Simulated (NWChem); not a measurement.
System: Si2N2H8O; SMILES N[SiH](N)O[SiH3]

Excerpt of the output:

```
             Northwest Computational Chemistry Package (NWChem) 7.3.0
             --------------------------------------------------------

                             Geometry "geometry" -> ""
                             -------------------------

 Output coordinates in angstroms (scale by  1.889725989 to convert to a.u.)

  No.       Tag          Charge          X              Y              Z
 ---- ---------------- ---------- -------------- -------------- --------------
    1 N                    7.0000     1.13040900    -1.78938200     0.57069500
    2 Si                  14.0000     0.06519400    -0.96272400    -0.49665500
    3 N                    7.0000    -1.51041100    -1.18430500     0.17411700
    4 O                    8.0000     0.25168300     0.68211800    -0.66805000
    5 Si                  14.0000     0.04398700     2.08039300     0.18780900
    6 H                    1.0000     1.09290200    -1.62214000     1.56915600
    7 H                    1.0000     2.06511000    -2.03470700     0.26904700
    8 H                    1.0000     0.35961900    -1.50168100    -1.84625000
    9 H                    1.0000    -1.80054500    -2.11441700     0.45082500
   10 H                    1.0000    -2.29215300    -0.64944200    -0.18434200
   11 H                    1.0000    -1.37743000     2.52423300     0.15398800
   12 H                    1.0000     0.44907100     1.92280700     1.61322400
   13 H                    1.0000     0.88251100     3.14074100    -0.42843300

 Effective nuclear repulsion energy (a.u.)     312.7129365368

                                 NWChem DFT Module
                                 -----------------

 Summary of "ao basis" -> "ao basis" (spherical)
 ------------------------------------------------------------------------------
       Tag                 Description            Shells   Functions and Types
 ---------------- ------------------------------  ------  ---------------------
 N                          def2-svp                 6       14   3s2p1d
 Si                         def2-svp                 8       18   4s3p1d
 O                          def2-svp                 6       14   3s2p1d
 H                          def2-svp                 3        5   2s1p

            General Information
            -------------------
          SCF calculation type: DFT
          Wavefunction type:  closed shell.
          No. of atoms     :    13
          No. of electrons :    58
           Alpha electrons :    29
            Beta electrons :    29
          Charge           :     0
          Spin multiplicity:     1
          Use of symmetry is: off; symmetry adaption is: off
          Maximum number of iterations: 150
          AO basis - number of functions:   118
                     number of shells:    58
          Convergence on energy requested:  1.00D-06
          Convergence on density requested:  1.00D-05
          Convergence on gradient requested:  5.00D-04

              XC Information
              --------------
                         B3LYP Method XC Potential
                     Hartree-Fock (Exact) Exchange  0.200
                        Slater Exchange Functional  0.800 local
                    Becke 1988 Exchange Functional  0.720 non-local
              Lee-Yang-Parr Correlation Functional  0.810
                  VWN I RPA Correlation Functional  0.190 local

             Grid Information
             ----------------
          Grid used for XC integration:  medium
          Radial quadrature: Mura-Knowles
          Angular quadrature: Lebedev.
          Tag              B.-S. Rad. Rad. Pts. Rad. Cut. Ang. Pts.
          ---              ---------- --------- --------- ---------
          N                   0.65       49          12.0       434
          Si                  1.10       88          11.0       590
          O                   0.60       49          10.0       434
          H                   0.35       45          13.0       434
          Grid pruning is: on
          Number of quadrature shells:   683
          Spatial weights used:  Erf1

      Superposition of Atomic Density Guess
      -------------------------------------

 Sum of atomic energies:        -764.65083778

      Non-variational initial energy
      ------------------------------

 Total energy =    -766.831868
 1-e energy   =   -1677.390098
 2-e energy   =     597.845293
 HOMO         =      -0.348483
 LUMO         =       0.041012

     ---------------------------------------------
      Total Density - Mulliken Population Analysis
     ---------------------------------------------

    Atom       Charge   Shell Charges
 -----------   ------   -------------------------------------------------------
    1 N    7     7.77   1.99  1.03  0.44  2.60  1.70  0.01
    2 Si  14    12.84   2.00  1.99  0.87  0.11  5.93  0.95  0.62  0.36
    3 N    7     7.78   1.99  1.03  0.45  2.60  1.70  0.01
    4 O    8     8.94   1.99  1.10  0.66  3.13  2.05  0.00
    5 Si  14    13.26   2.00  1.99  0.95  0.25  5.94  1.03  0.90  0.19
    6 H    1     0.76   0.59  0.12  0.04
    7 H    1     0.75   0.59  0.12  0.05
    8 H    1     1.12   0.71  0.40  0.01
    9 H    1     0.75   0.59  0.12  0.05
   10 H    1     0.75   0.59  0.12  0.05
   11 H    1     1.10   0.71  0.38  0.01
   12 H    1     1.10   0.71  0.38  0.01
   13 H    1     1.10   0.71  0.38  0.01

   convergence    iter        energy       DeltaE   RMS-Dens  Diis-err
 ---------------- ----- ----------------- --------- --------- ---------
 d= 0,ls=0.0,diis     1   -768.2876269352 -1.08D+03  1.14D-02  8.13D-01
 d= 0,ls=0.0,diis     2   -768.2449595116  4.27D-02  6.52D-03  1.34D+00
 d= 0,ls=0.0,diis     3   -768.3747929568 -1.30D-01  1.43D-03  5.05D-02
 d= 0,ls=0.0,diis     4   -768.3781831360 -3.39D-03  6.01D-04  1.28D-02
 d= 0,ls=0.0,diis     5   -768.3795174504 -1.33D-03  9.58D-05  2.45D-04
  Resetting Diis
 d= 0,ls=0.0,diis     6   -768.3795445764 -2.71D-05  2.05D-05  3.64D-06
 d= 0,ls=0.0,diis     7   -768.3795451135 -5.37D-07  6.03D-06  1.76D-07

         Total DFT energy =     -768.379545113467
      One electron energy =    -1682.620422021517
           Coulomb energy =      668.969902166506
    Exchange-Corr. energy =      -67.441961795262
 Nuclear repulsion energy =      312.712936536806

 Numeric. integr. density =       57.999999465528

                       DFT Final Molecular Orbital Analysis
                       ------------------------------------

 Vector   27  Occ=2.000000D+00  E=-3.061153D-01
              MO Center= -2.1D-02,  1.5D+00, -3.3D-01, r^2= 3.3D+00
   Bfn.  Coefficient  Atom+Function         Bfn.  Coefficient  Atom+Function
  ----- ------------  ---------------      ----- ------------  ---------------
    50      0.393529   4 O  px               53      0.299033   4 O  px
   104      0.248406  11 H  s               114     -0.249352  13 H  s
   115     -0.197983  13 H  s               105      0.180660  11 H  s
    52     -0.166999   4 O  pz               68     -0.158142   5 Si px
    55     -0.124876   4 O  pz               35      0.116705   3 N  s

 Vector   28  Occ=2.000000D+00  E=-2.631126D-01
              MO Center=  2.6D-01, -1.4D+00,  2.5D-01, r^2= 3.1D+00
   Bfn.  Coefficient  Atom+Function         Bfn.  Coefficient  Atom+Function
  ----- ------------  ---------------      ----- ------------  ---------------
     5      0.390283   1 N  py                8     -0.322171   1 N  py
    38      0.273606   3 N  pz               41     -0.221640   3 N  pz
     4      0.192373   1 N  px                7     -0.142296   1 N  px
    90     -0.137291   8 H  s                26     -0.124153   2 Si py
    52      0.112486   4 O  pz                3      0.111607   1 N  s

 Vector   29  Occ=2.000000D+00  E=-2.553532D-01
              MO Center= -5.3D-01, -1.3D+00,  2.1D-01, r^2= 2.8D+00
   Bfn.  Coefficient  Atom+Function         Bfn.  Coefficient  Atom+Function
  ----- ------------  ---------------      ----- ------------  ---------------
    38      0.407904   3 N  pz               41     -0.343972   3 N  pz
     5     -0.317214   1 N  py                8      0.275666   1 N  py
    37      0.200865   3 N  py               40     -0.173784   3 N  py
    90     -0.161816   8 H  s                89     -0.121839   8 H  s
     4     -0.090559   1 N  px                7      0.087416   1 N  px

 Vector   30  Occ=0.000000D+00  E= 2.747346D-02
              MO Center= -1.8D-01,  1.1D+00,  2.4D-01, r^2= 6.8D+00
   Bfn.  Coefficient  Atom+Function         Bfn.  Coefficient  Atom+Function
  ----- ------------  ---------------      ----- ------------  ---------------
    72      0.875841   5 Si py               49      0.607900   4 O  s
    35      0.532459   3 N  s                73      0.470942   5 Si pz
     3      0.386033   1 N  s               100     -0.382530  10 H  s
    95     -0.333683   9 H  s                80     -0.317169   6 H  s
   105     -0.300292  11 H  s               115     -0.297053  13 H  s

 Vector   31  Occ=0.000000D+00  E= 5.960347D-02
              MO Center=  8.2D-01, -8.8D-01,  5.6D-01, r^2= 7.7D+00
   Bfn.  Coefficient  Atom+Function         Bfn.  Coefficient  Atom+Function
  ----- ------------  ---------------      ----- ------------  ---------------
     3      1.267560   1 N  s                85     -0.741740   7 H  s
    80     -0.700483   6 H  s                72     -0.428317   5 Si py
    35      0.418463   3 N  s                49     -0.391901   4 O  s
    26      0.326628   2 Si py               63      0.309763   5 Si s
   100     -0.291757  10 H  s                27     -0.281842   2 Si pz

 Vector   32  Occ=0.000000D+00  E= 6.376015D-02
              MO Center= -8.8D-01, -5.2D-01, -1.4D-01, r^2= 7.6D+00
   Bfn.  Coefficient  Atom+Function         Bfn.  Coefficient  Atom+Function
  ----- ------------  ---------------      ----- ------------  ---------------
    35      1.147375   3 N  s               100     -0.682822  10 H  s
    95     -0.603052   9 H  s                25      0.595567   2 Si px
    73     -0.569803   5 Si pz                3     -0.533069   1 N  s
   110      0.489310  12 H  s               105     -0.367692  11 H  s
    71     -0.311737   5 Si px               80      0.308538   6 H  s

     ---------------------------------------------
      Total Density - Mulliken Population Analysis
     ---------------------------------------------

    Atom       Charge   Shell Charges
 -----------   ------   -------------------------------------------------------
    1 N    7     7.37   1.99  0.98  0.42  2.48  1.49  0.01
    2 Si  14    13.24   2.00  1.98  0.94  0.02  5.93  1.20  0.70  0.48
    3 N    7     7.37   1.99  0.98  0.43  2.48  1.49  0.01
    4 O    8     8.56   1.99  1.06  0.67  2.93  1.90  0.01
    5 Si  14    13.38   2.00  1.98  1.02  0.14  5.93  1.25  0.80  0.28
    6 H    1     0.88   0.71  0.13  0.05
    7 H    1     0.88   0.71  0.12  0.05
    8 H    1     1.16   0.76  0.40  0.01
    9 H    1     0.88   0.71  0.13  0.05
   10 H    1     0.88   0.71  0.13  0.05
   11 H    1     1.13   0.75  0.37  0.01
   12 H    1     1.13   0.75  0.37  0.01
   13 H    1     1.12   0.75  0.36  0.01

     -------------------------------------------
      Total Density - Lowdin Population Analysis
     -------------------------------------------

    Atom       Charge   Shell Charges
 -----------   ------   -------------------------------------------------------
    1 N    7     7.23   1.97  0.71  0.44  2.27  1.82  0.02
    2 Si  14    13.46   2.00  1.92  0.58  0.27  5.81  1.22  0.90  0.75
    3 N    7     7.23   1.97  0.71  0.44  2.27  1.82  0.02
    4 O    8     8.35   1.97  0.90  0.60  2.77  2.10  0.01
    5 Si  14    13.50   2.00  1.93  0.64  0.33  5.82  1.25  1.08  0.45
    6 H    1     0.94   0.59  0.22  0.13
    7 H    1     0.93   0.59  0.21  0.13
    8 H    1     1.13   0.67  0.44  0.02
    9 H    1     0.93   0.59  0.21  0.13
   10 H    1     0.94   0.60  0.22  0.13
   11 H    1     1.12   0.66  0.44  0.02
   12 H    1     1.12   0.66  0.44  0.02
   13 H    1     1.11   0.66  0.43  0.02

     Multipole analysis of the density
     ---------------------------------

     L   x y z        total         alpha         beta         nuclear
     -   - - -        -----         -----         ----         -------
     0   0 0 0     -0.000000    -29.000000    -29.000000     58.000000

     1   1 0 0     -0.119166     -0.306258     -0.306258      0.493349
     1   0 1 0     -0.399109     -0.155992     -0.155992     -0.087126
     1   0 0 1      0.390285      2.894942      2.894942     -5.399599

     2   2 0 0    -30.158857    -90.910406    -90.910406    151.661955
     2   1 1 0     -0.182592      1.555921      1.555921     -3.294435
     2   1 0 1      1.543383     -3.413285     -3.413285      8.369954
     2   0 2 0    -34.289093   -273.143261   -273.143261    511.997428
     2   0 1 1     -0.651758     -1.964778     -1.964778      3.277798
     2   0 0 2    -35.302649    -51.576061    -51.576061     67.849474

                     NWChem Electrostatic Potential Fit Module
                     -----------------------------------------

 Atom parameters

 Number of atoms is                                   13
 Number of basis functions is                        118

 Grid parameters

 Maximum number of grid points is                  52946
 Number of grid points is                          52945
 Grid range                                     0.300000 nm
 Grid spacing                                   0.020000 nm
 Probe radius                                   0.070000 nm
 Atom radius factor                             1.000000

 Atomic radii

    1    0.100000
    7    0.140000
    8    0.136000
   14    0.187000
 FASTESP  F
  using M.O. file = ./job.movecs

    Atom              Coordinates                           Charge

                                                  ESP

    1 N     0.113041   -0.178938    0.057070   -0.877211
    2 Si    0.006519   -0.096272   -0.049666    1.037712
    3 N    -0.151041   -0.118431    0.017412   -0.828036
    4 O     0.025168    0.068212   -0.066805   -0.556204
    5 Si    0.004399    0.208039    0.018781    0.699110
    6 H     0.109290   -0.162214    0.156916    0.327052
    7 H     0.206511   -0.203471    0.026905    0.308089
    8 H     0.035962   -0.150168   -0.184625   -0.222715
    9 H    -0.180055   -0.211442    0.045083    0.286681
   10 H    -0.229215   -0.064944   -0.018434    0.300687
   11 H    -0.137743    0.252423    0.015399   -0.155818
   12 H     0.044907    0.192281    0.161322   -0.162839
   13 H     0.088251    0.314074   -0.042843   -0.156509
                                            ------------
                                                0.000000

 Dipole moment                                  0.551428

 Quadrupole moment Qxx                          9.034204
                   Qyy                         -3.986181
                   Qzz                         -5.048023

 RMS deviation kJ/mol                           0.057962

 RRMS %                                        41.499425
```

Level: B3LYP/def2-SVP. The geometry was optimised at B3LYP/6-31G* (spherical d).

Question: Write an input that gives this output.

Answer: This is not unique; one that fits is the input that was run:
```
start job
memory heap 200 mb stack 900 mb global 1100 mb
geometry units angstroms noautosym nocenter noautoz
  N      1.130409    -1.789382     0.570695
  Si     0.065194    -0.962724    -0.496655
  N     -1.510411    -1.184305     0.174117
  O      0.251683     0.682118    -0.668050
  Si     0.043987     2.080393     0.187809
  H      1.092902    -1.622140     1.569156
  H      2.065110    -2.034707     0.269047
  H      0.359619    -1.501681    -1.846250
  H     -1.800545    -2.114417     0.450825
  H     -2.292153    -0.649442    -0.184342
  H     -1.377430     2.524233     0.153988
  H      0.449071     1.922807     1.613224
  H      0.882511     3.140741    -0.428433
end
basis spherical
  N library def2-svp
  Si library def2-svp
  O library def2-svp
  H library def2-svp
end
dft
  xc b3lyp
  iterations 150
  mulliken
end
task dft energy
esp
  recalculate
  probe 0.07
  range 0.3
  factor 1.0
  spacing 0.02
end
task esp
```
